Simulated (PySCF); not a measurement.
A side-by-side comparison of computed properties.

First species: C6H8F2S2.
SMILES: `FC(F)[C@H]1CCC(=S)CS1`

Second species: C₆H₁₄Si₃.
SMILES: `[SiH3]C1([SiH3])[SiH2]C=C1C1CC1`

Levels: PBE0/pcSseg-1 for HOMO energy, LUMO energy and HOMO–LUMO gap. Geometries: GFN2-xTB. All species are isolated and taken at one optimised geometry, non-relativistic unless stated; the electronic structure was computed with PySCF and density fitting.

Dipoles, sizes and rotational constants follow the conformer. The torsions of the flexible species, by atom-mapped SMILES:
- `[SiH3:1][C:2]1([SiH3:3])[SiH2:4][CH:5]=[C:6]1[CH:7]1[CH2:8][CH2:9]1`: C5–C6–C7–C8 35°

The conformers of `FC(F)[C@H]1CCC(=S)CS1` aren't listed.

Values for the first species:

* HOMO energy: -6.45 eV
* LUMO energy: -2.28 eV
* HOMO–LUMO gap: 4.17 eV

Problem. Estimate the same properties for the second species, and the change in each.

Solution. 
```tsv
property	first	second	second less first
HOMO energy	-6.45 eV	-6.72 eV	-0.27 eV
LUMO energy	-2.28 eV	-0.38 eV	+1.90 eV
HOMO–LUMO gap	4.17 eV	6.34 eV	+2.17 eV
```

